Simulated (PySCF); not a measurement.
**Gas-phase XPS of `[SiH3][CH2][GeH2][CH2][GeH3]`, computed**

Species: C2H12Ge2Si.
Numbering: `[SiH3:1][CH2:2][GeH2:3][CH2:4][GeH3:5]`

Method used: PySCF 2.14.0, delta-SCF UKS SCAN, pcX-2 on the ionised atom, pcseg-1 elsewhere, spin-free X2C. These are vertical core ionisation energies against the vacuum level, from separate self-consistent calculations with and without the core hole.

**Question.** List the computed XPS lines with their assignment.

**Answer.** 
```json
{"atom(s)": "Si1", "bonded to": "C and 3 H", "level": "Si 2p3/2", "binding energy (eV)": "106.55", "2p1/2 (eV)": "107.17", "above the level's lowest (eV)": "0.00", "count": "1"}
{"atom(s)": "C2", "bonded to": "2 H, Ge and Si", "level": "C 1s", "binding energy (eV)": "289.85", "2p1/2 (eV)": "–", "above the level's lowest (eV)": "0.00", "count": "1"}
{"atom(s)": "C4", "bonded to": "2 H and 2 Ge", "level": "C 1s", "binding energy (eV)": "289.90", "2p1/2 (eV)": "–", "above the level's lowest (eV)": "+0.05", "count": "1"}
{"atom(s)": "Si1", "bonded to": "C and 3 H", "level": "Si 1s", "binding energy (eV)": "1846.32", "2p1/2 (eV)": "–", "above the level's lowest (eV)": "0.00", "count": "1"}
```

The 2 C 1s values lie within 0.05 eV of each other; Gaussian lines of 0.5 eV full width would blend them into one maximum.

**Question.** Which effective nuclear charge Zeff reproduces each element's mean 1s value in the hydrogen-like formula E = 13.606 eV × Zeff²?

**Answer.** C (Z = 6): mean 289.9 eV, Zeff = 4.62, Z − Zeff = 1.38; Si (Z = 14): mean 1846.3 eV, Zeff = 11.65, Z − Zeff = 2.35. Means run over the listed sites, weighted by atom count.

**Question.** Give the binding energy of C 1s of C2 in hartree and in kJ/mol.

**Answer.** 289.85 eV = 10.6518 Eh = 27966 kJ/mol.

The 2p values aren't plain energy differences: one relaxed spin-free 2p hole is combined with a matrix within the shell (ground-state 2p orbital-energy differences and spin–orbit coupling). 2p3/2, the mean of its two sublevels, lies a third of the splitting below the shell's mean and 2p1/2 two thirds above it; the statistical areas are 2:1. 2p1/2 minus 2p3/2 (ligand field included): Si 0.62 eV. No level of germanium is listed. One conformer (not necessarily the lowest) at the PBE0-D3(BJ)/def2-SVP geometry, without solvent, vibrations or thermal averaging.

Shape of the structure used: `[SiH3:1][CH2:2][GeH2:3][CH2:4][GeH3:5]`: Si1–C2–Ge3–C4 58°, C2–Ge3–C4–Ge5 56°.
